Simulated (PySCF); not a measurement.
Computed with CAM-B3LYP-D3(BJ)/def2-TZVP (PySCF 2.14.0). Isolated molecules, 0 K electronic values unless said otherwise. One relaxed conformer stands for a flexible species; it need not be the lowest. Excitations are Tamm–Dancoff values on a coarser integration grid. The basis has no diffuse functions, so Rydberg states are missing or too high.

Reference species (SMILES): `[OH][GaH][OH]` (H–O–Ga–O torsion 0°, O–Ga–O–H torsion 0°) (neutral, multiplicity 1).

```
Property              Result
-------------------  -------
S1 excitation (TDA)  6.91 eV
S1–T1 gap (TDA)      0.46 eV
```

Changed species: `[OH][Ga]([OH])[OH]` (0 of 3 OH replaced by H; the reference has 1 of 3 OH replaced by H).

**Question.** Give the shifts of the S1 excitation (TDA) and S1–T1 gap (TDA).

**Answer.** the S1 excitation (TDA) decreases by 0.37 eV, to 6.54 eV; the S1–T1 gap (TDA) hardly moves.
